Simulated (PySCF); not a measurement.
C2H5NO2Si.
Bonds: N1–C2, C2–O3 (double), C2–Si4, Si4–C5, C5–O6 (double). Hydrogens: H7, H8 on N1; H9, H10 on Si4; H11 on C5.

Method: PySCF 2.14.0, PBE0-D3(BJ)/def2-SVP geometry optimisation, gas phase; density fitting, grid level 1; the optimiser is geomeTRIC in internal coordinates, started from a GFN2-xTB structure with every atom displaced at random (about 0.01 Å).

Step 3: E = -15596.6520 eV
```
atom  x, y, z in Å  |  force x, y, z in eV/Å
N1      1.5505    0.5772   -0.7322    0.338  -0.341   0.118
C2      1.2480   -0.1314    0.3862   -0.382   0.073   0.022
O3      2.0168   -0.5582    1.2264    0.192   0.203  -0.310
Si4    -0.6378   -0.3607    0.7087    0.012  -0.041  -0.003
C5     -1.6337    0.0139   -0.9122   -0.083  -0.048   0.072
O6     -1.0988    0.4563   -1.9047    0.012   0.045  -0.065
H7      2.5242    0.6643   -1.0111    0.034   0.023   0.107
H8      0.8379    0.6759   -1.4549   -0.098   0.070   0.069
H9     -0.9390   -1.7588    1.1272    0.004   0.000   0.007
H10    -1.0862    0.5918    1.7659   -0.034   0.000  -0.003
H11    -2.7382   -0.1969   -0.9420    0.006   0.017  -0.013
```

Step 4: E = -15596.6609 eV
```
atom  x, y, z in Å  |  force x, y, z in eV/Å
N1      1.5759    0.5758   -0.7348    0.008  -0.228  -0.071
C2      1.2383   -0.1274    0.3720   -0.099   0.225   0.000
O3      2.0380   -0.5373    1.1903   -0.017  -0.094   0.030
Si4    -0.6473   -0.3616    0.7032    0.019  -0.026  -0.032
C5     -1.6641    0.0008   -0.9097   -0.005   0.005  -0.043
O6     -1.1491    0.4405   -1.9144    0.069   0.039   0.067
H7      2.5682    0.6085   -0.9489    0.008   0.152  -0.089
H8      0.8877    0.7506   -1.4679    0.026  -0.059   0.105
H9     -0.9370   -1.7589    1.1327    0.015   0.002   0.005
H10    -1.0984    0.5931    1.7578   -0.015  -0.002  -0.001
H11    -2.7685   -0.2107   -0.9228   -0.008  -0.013   0.030
```

Q: Estimate the geometry and energy of step 5. (The exact step hangs on the optimiser's Hessian estimate; all steps are aligned on step 4, rigid shifts and turns removed.)

A: E = -15596.6692 eV, largest force 0.201 eV/Å
```
atom  x, y, z in Å  |  force x, y, z in eV/Å
N1      1.5607    0.5571   -0.7462    0.087  -0.180  -0.019
C2      1.2362   -0.1177    0.3801   -0.014   0.073  -0.039
O3      2.0370   -0.5195    1.2016   -0.011  -0.013   0.056
Si4    -0.6464   -0.3654    0.7086   -0.029  -0.042   0.039
C5     -1.6503    0.0101   -0.9071    0.094   0.013   0.087
O6     -1.1035    0.4769   -1.8824   -0.114   0.014  -0.082
H7      2.5473    0.6226   -0.9785    0.001   0.073  -0.021
H8      0.8568    0.6955   -1.4691   -0.041   0.058   0.012
H9     -0.9266   -1.7665    1.1312    0.011  -0.003   0.009
H10    -1.1131    0.5822    1.7629   -0.005  -0.004   0.005
H11    -2.7543   -0.2019   -0.9440    0.020   0.013  -0.046
```

The energy changes by -0.0084 eV. The first-order estimate −F·Δx gives -0.0190 eV and the mean of the old and new forces, exact on a quadratic surface, -0.0091 eV. The step makes an angle of 67° with the force vector and moves no atom by more than 0.067 Å.

What follows is the cost of the whole optimisation. On Arm Neoverse V2, one thread, shared host with 96 logical CPUs at a one-minute load of 78, this took 58 s wall and 0.47 GiB of memory at its peak.
